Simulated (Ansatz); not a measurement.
Born–Oppenheimer molecular dynamics of BBrH4Si (7 atoms, charge 0, multiplicity 1). It starts from a relaxed structure.

Computed with Ansatz, RKS revPBE/def2-SVP.

```json
{
 "ensemble": "NVE (velocity Verlet)",
 "time step": "1 fs",
 "steps asked": "150",
 "starting velocities drawn for": "1000 K",
 "masses": "H 2.014 u",
 "seed": "362620"
}
```

First frame:

```xyz
7
Properties=species:S:1:pos:R:3
B -1.009 0.118 -0.739
Si 0.640 0.031 0.429
Br 1.151 -2.047 1.169
H -1.671 -0.850 -1.053
H -1.348 1.214 -1.153
H 0.466 0.916 1.640
H 1.833 0.550 -0.338
```

Task: How far do the bonds stretch over the last three quarters of this one trajectory? (Pairs bonded in most of those frames.)

Result: 
| bond | mean (Å) | spread (Å) | shortest | longest |
| --- | --- | --- | --- | --- |
| B1–Si2 | 2.023 | 0.030 | 1.97 | 2.08 |
| B1–H4 | 1.229 | 0.066 | 1.12 | 1.33 |
| B1–H5 | 1.236 | 0.081 | 1.11 | 1.35 |
| Si2–Br3 | 2.290 | 0.071 | 2.16 | 2.39 |
| Si2–H6 | 1.513 | 0.061 | 1.42 | 1.60 |
| Si2–H7 | 1.511 | 0.022 | 1.47 | 1.55 |

Mean temperature of the second half: 555 K. The conserved energy stayed within 1.4 meV per atom of its start (net change 0.71 meV per atom), so the integration is sound. The temperature averaged 0.55 of the 1000 K drawn at the start: a run that starts near a minimum puts about half its kinetic energy into the potential. A run of 0.15 ps of so small a system gives no equilibrium averages.

Time of the run: 3.7 min on 1 CPU thread of a shared host.
